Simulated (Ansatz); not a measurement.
GaH₂F. The state is a singlet with charge 0. Geometry PBE0-D4/def2-TZVP.

```xyz
4

Ga   -0.107   -0.061   -0.024
H    -1.275    0.325    0.928
H    -0.011   -1.059   -1.213
F     1.393    0.795    0.309
```

B3LYP takes the VWN-RPA correlation.

Problem. Estimate the orbital energies around the gap (eV) in Ansatz with HF/def2-TZVP, PBE-D4/def2-TZVP, B3LYP-D4/def2-TZVP, BHLYP-D4/def2-TZVP, ωB97X-V/def2-TZVP.

Solution. 
```
orbital  HF/def2-TZVP  PBE-D4/def2-TZVP  B3LYP-D4/def2-TZVP  BHLYP-D4/def2-TZVP  ωB97X-V/def2-TZVP
 HOMO−5        -33.07            -20.19              -23.08              -27.05             -26.11
 HOMO−4        -17.92            -11.72              -13.16              -15.10             -16.16
 HOMO−3        -16.25             -9.09              -10.69              -12.93             -13.63
 HOMO−2        -16.00             -9.06              -10.49              -12.72             -13.39
 HOMO−1        -14.60             -8.87              -10.44              -12.22             -13.19
   HOMO        -12.28             -7.54               -8.78              -10.29             -11.39
   LUMO          1.07             -2.42               -1.94               -0.94               0.33
 LUMO+1          3.15             -0.74               -0.17                0.99               2.26
 LUMO+2          3.71              0.12                0.60                1.58               2.83
 LUMO+3          5.34              2.72                3.11                3.86               5.01
 LUMO+4          6.79              3.29                3.71                4.68               5.99
 LUMO+5          7.23              3.78                4.24                5.20               6.51
```
